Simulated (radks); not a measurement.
The numbers below are computed, except where a source is named.
Task: Tb7+, configuration [Xe] 4f4 (not the ground configuration). Level of theory: scalar-relativistic Kohn-Sham, PBE, spin-polarised, spherical densities, finite nucleus; open shells are filled with parallel spins first (spin-orbit coupling, left out, can overturn this in heavy ions); Fermi nuclear charge, rms radius 5.06 fm (a radial shooting solver on a logarithmic mesh with Libxc functionals). Some entries of the table are withheld. Estimate them.

| orbital | occ. | eigenvalue (hartree) | <r^2> (bohr^2) | <1/r> (bohr^-1) |
|---|---|---|---|---|
| 1s down | 1 | -1910.286 | 0.0006317 | 73.09 |
| 1s up | 1 | -1910.286 | 0.0006317 | 73.09 |
| 2s up | 1 | -320.8023 | 0.009893 | 16.97 |
| 2s down | 1 | -320.8006 | 0.009893 | 16.97 |
| 2p up | 3 | -285.6114 | 0.007992 | 15.80 |
| 2p down | 3 | -285.6101 | 0.007991 | 15.80 |
| 3s up | 1 | -75.20913 | 0.06553 | 6.233 |
| 3s down | 1 | -75.13190 | 0.06544 | 6.238 |
| 3p up | 3 | -64.35552 | 0.06577 | 5.851 |
| 3p down | 3 | -64.27868 | 0.06566 | 5.856 |
| 3d up | 5 | -50.19114 | 0.05518 | 5.549 |
| 3d down | 5 | -50.13229 | 0.05505 | 5.554 |
| 4s up | 1 | -18.84583 | 0.3234 | 2.660 |
| 4s down | 1 | -18.68137 | 0.3236 | 2.658 |
| 4p up | 3 | -15.22135 | 0.3617 | 2.454 |
| 4p down | 3 | -15.06007 | 0.3623 | 2.451 |
| 4d up | 5 | (1) | 0.4204 | 2.191 |
| 4d down | 5 | (2) | 0.4222 | 2.187 |
| 5s up | 1 | -5.54401 | 1.548 | 1.141 |
| 5s down | 1 | -5.47924 | 1.570 | 1.129 |
| 4f up | 4 | -4.74097 | 0.5635 | 1.792 |
| 4f down | 0 | -4.58984 | 0.5778 | 1.780 |
| 5p up | 3 | -4.48514 | (3) | 1.017 |
| 5p down | 3 | -4.43635 | (4) | 1.006 |

Result: 
(1) 4d up eigenvalue (hartree): -10.23921
(2) 4d down eigenvalue (hartree): -10.08176
(3) 5p up <r^2> (bohr^2): 1.897
(4) 5p down <r^2> (bohr^2): 1.927
